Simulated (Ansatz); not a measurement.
Gas-phase electronic energies from Ansatz, PBE0-D4/def2-TZVP geometries. CBS: MP2 limit from def2 TZ/QZ plus the TZ coupled-cluster correction, frozen cores. This one scheme is used for every species. DFT in def2-TZVPP. B3LYP here is the variant with VWN-RPA as its local correlation; programs differ in this. Elements past krypton have def2 core potentials. For Te outer-core shells are correlated without core-valence functions, which leaves a few kJ/mol of doubt a bond. One conformer a species, not always the lowest.

`OC(O)[SiH3]` + H₂Te → `OC([SiH3])[TeH]` + H₂O  (substitution at a C–O bond)

| level | ΔE (kcal/mol) | difference from CCSD(T)/CBS |
| --- | --- | --- |
| PBE-D4 | -6.9 | 2.4 |
| r2SCAN-D4 | -5.7 | 3.6 |
| PBE0-D4 | -6.3 | 3.0 |
| B3LYP-D4 | -6.1 | 3.2 |
| ωB97X-V | -3.7 | 5.6 |
| ωB97M-V | -4.8 | 4.5 |
| B2PLYP | -5.5 | 3.8 |
| PBE | -5.4 | 3.9 |
| r2SCAN | -5.4 | 3.9 |
| PBE0 | -5.0 | 4.3 |
| B3LYP | -3.6 | 5.7 |
| HF/def2-TZVPP | -0.1 | 9.2 |
| MP2/def2-TZVPP | -9.7 | -0.4 |
| SCS-MP2/def2-TZVPP | -7.5 | 1.8 |
| CCSD/def2-TZVPP | -5.2 | 4.1 |
| CCSD(T)/def2-TZVPP | -6.4 | 2.9 |
| HF/def2-QZVPP | -0.4 | 8.9 |
| MP2/def2-QZVPP | -11.5 | -2.2 |
| SCS-MP2/def2-QZVPP | -9.2 | 0.1 |
| HF/CBS(def2) | -0.5 | 8.8 |
| MP2/CBS(def2) | -12.6 | -3.3 |
| CCSD/CBS(def2) | -8.2 | 1.1 |
| CCSD(T)/CBS | -9.3 | 0 |

Largest T1 diagnostic among the species: 0.012.

In def2-TZVPP, CCSD(T) changes the Hartree–Fock value by −6.3 kcal/mol (the triples alone add −1.1 kcal/mol) and MP2 by −9.6 kcal/mol. The D4 term adds −2.5 kcal/mol with B3LYP and −1.3 kcal/mol with PBE0; it sums over pairs of atoms, weighted by their polarisabilities, and B3LYP, whose exchange is more repulsive, gets the larger term.
